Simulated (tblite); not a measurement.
Isomers of C7H11O (doublet state). Level: GFN2-xTB in tblite, geometry and Hessian alike; calculated harmonic values, unscaled, isolated species. Against measured fundamentals such values can be off by several per cent, at times by over 20. One conformer each. Open shells enter through the occupations alone, without spin polarisation, and single modes of such species can be off by tens of per cent.

Electronic energies: GFN2-xTB at the same geometries; isomer energies are rough at this level and their order can be wrong.

| SMILES | electronic energy, lowest = 0 (kcal/mol) |
| --- | --- |
| [CH2][C@H](C=C)C(=C)OC | 53.6 |
| C[C@@H]1[CH]CC(=O)CC1 | 0.0 |
| CC[C@@]12CC[CH][C@@H]1O2 | 9.9 |

Problem. How do GFN2-xTB zero-point energies change the relative energies?

Solution. 
```tsv
SMILES	ZPE (kcal/mol)	of it from modes above 1550 cm⁻¹	electronic (kcal/mol)	with ZPE, lowest = 0 (kcal/mol)	lowest mode (cm⁻¹)	rings
C[C@@H]1[CH]CC(=O)CC1	101.6	49.7	0.0	0.0	83	1
CC[C@@]12CC[CH][C@@H]1O2	101.1	47.3	9.9	9.4	75	2
[CH2][C@H](C=C)C(=C)OC	97.4	53.1	53.6	49.4	41	0
```

The zero-point energies span 4.2 kcal/mol, from `[CH2][C@H](C=C)C(=C)OC` to `C[C@@H]1[CH]CC(=O)CC1`. The order is unchanged.

Problem. What do entropy and thermal enthalpy add at 298.15 K and 1 bar (rigid rotor, harmonic oscillator, one conformer each)?

Solution. 
```csv
SMILES,point group,symmetry number,S (cal/(mol K)),H − H(0) (kcal/mol),ZPE + H − H(0) − TS (kcal/mol)
C[C@@H]1[CH]CC(=O)CC1,C1,1,88.3,5.69,81.0
CC[C@@]12CC[CH][C@@H]1O2,C1,1,89.6,5.78,80.1
[CH2][C@H](C=C)C(=C)OC,C1,1,100.0,7.06,74.7
```

S holds R ln(2S + 1) for the spin.
